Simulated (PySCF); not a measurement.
H₃P.

```xyz
4

P      0.0000     0.0000    -0.1282
H      1.0323     0.5960     0.6412
H      0.0000    -1.1920     0.6412
H     -1.0323     0.5960     0.6412
```
Charge 0, spin multiplicity 1.

Geometry optimised at B3LYP-D3(BJ)/def2-TZVP.

These are HF/pcSseg-2 run with PySCF values and carry that method's errors. Non-relativistic, no solvent.

**Question.** Give the absolute GIAO shielding of each atom: isotropic value and principal components (ppm). (An estimate is asked for; the answer gives what the named calculation found.)

**Answer.** 
```csv
atom,σ(iso),σ11,σ22,σ33,span
P1,583.3,557.6,596.1,596.1,38.5
H2,29.6,25.6,26.6,36.6,11.0
H3,29.6,25.6,26.6,36.6,11.0
H4,29.6,25.6,26.6,36.6,11.0
```
